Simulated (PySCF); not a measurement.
First SCF of a structure search on singlet ZrO₂, at a hand-made side-on geometry. PySCF input:

```python
from pyscf import gto, scf, dft
mol = gto.M(atom='''
Zr     0.000000     0.000000     0.000000
O      0.700000     0.000000     2.099800
O     -0.700000     0.000000     2.099800''',
    basis={'Zr': 'def2-TZVP', 'O': 'def2-TZVP'},
    ecp={'Zr': 'def2-TZVP'},
    charge=0, spin=0)
mf = dft.RKS(mol, xc='PBE0')
mf.grids.atom_grid = (50, 194)
aux = {'Zr': 'def2-universal-JKFIT', 'O': 'def2-universal-JKFIT'}
mf = mf.density_fit(auxbasis=aux)
mf.conv_tol = 1e-08
mf.diis_space = 10
mf.max_cycle = 60
mf.init_guess = 'minao'
mf.verbose = 4
mf.kernel()
```

Excerpt of the output (cycles and frontier levels):

```
init E= -191.882208500133
  HOMO = -0.444383311679205  LUMO = -0.435014282610078  gap/eV = 0.25494
cycle= 1 E= -196.822042824864  delta_E= -4.94  |g|= 1.14  |ddm|= 4.54
  HOMO = -0.0261176824241716  LUMO = 0.0273982441698557  gap/eV = 1.45624
cycle= 2 E= -196.4590594064  delta_E= 0.363  |g|= 1.46  |ddm|=  3.4
  HOMO = -0.166363608602198  LUMO = -0.146178764730969  gap/eV = 0.54926
cycle= 3 E= -196.947967979562  delta_E= -0.489  |g|= 1.08  |ddm|= 3.18
  HOMO = -0.177257997030775  LUMO = -0.14801512267012  gap/eV = 0.79574
cycle= 4 E= -197.201370570546  delta_E= -0.253  |g|= 0.159  |ddm|= 0.67
  HOMO = -0.180337351065607  LUMO = -0.119527690907194  gap/eV = 1.65472
cycle= 5 E= -197.210439242592  delta_E= -0.00907  |g|= 0.12  |ddm|= 0.519
  HOMO = -0.18475051501661  LUMO = -0.119401995557414  gap/eV = 1.77822
cycle= 6 E= -197.213920808898  delta_E= -0.00348  |g|= 0.0591  |ddm|= 0.166
  HOMO = -0.190091428664189  LUMO = -0.123971379461288  gap/eV = 1.79922
... 14 lines left out ...
cycle= 14 E= -197.221577436051  delta_E= -2.03e-05  |g|= 0.00156  |ddm|= 0.0306
  HOMO = -0.205611924378566  LUMO = -0.126221334299071  gap/eV = 2.16033
cycle= 15 E= -197.221579092464  delta_E= -1.66e-06  |g|= 0.000351  |ddm|= 0.0084
  HOMO = -0.205689983335965  LUMO = -0.12621345313121  gap/eV = 2.16267
cycle= 16 E= -197.221579163536  delta_E= -7.11e-08  |g|= 4.98e-05  |ddm|= 0.00159
  HOMO = -0.205707253780879  LUMO = -0.126211722158054  gap/eV = 2.16318
cycle= 17 E= -197.221579165825  delta_E= -2.29e-09  |g|= 1.24e-05  |ddm|= 0.000432
  HOMO = -0.205702951118958  LUMO = -0.126207296009367  gap/eV = 2.16319
Extra cycle  E= -197.221579165374  delta_E= 4.51e-10  |g|= 4.35e-05  |ddm|= 5.95e-05
converged SCF energy = -197.221579165374
```

No lower solution of this spin was found from smeared starts or by a stability analysis within the restricted form, which does not test spin polarisation.

At the minimum of this search the closed-shell solution is unstable towards spin polarisation, so a lower open-shell solution exists.

The search for the lowest solution, 3 starts and the stability check together, took 7.1 s on 2 threads of a shared Arm Neoverse V1 host, with 102 basis functions; the process peaked at 0.38 GiB. Launch command: `OMP_NUM_THREADS=2 python axn.py task.json out`.
